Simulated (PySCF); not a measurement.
An element was calculated at PBE0 (PySCF 2.14, spin-free X2C, a double-zeta basis, no spin-orbit coupling), in the ground configurations that NIST lists.

```
first ionisation energy  : 5.552 eV
second ionisation energy : 11.237 eV
third ionisation energy  : 25.380 eV
```

Problem. Which element is it?

Solution. Europium (Eu, Z = 63), in cc-pVDZ-X2C. NIST lists 5.670, 11.24 ± 0.006, 24.84 ± 0.03 eV for these ionisation energies.
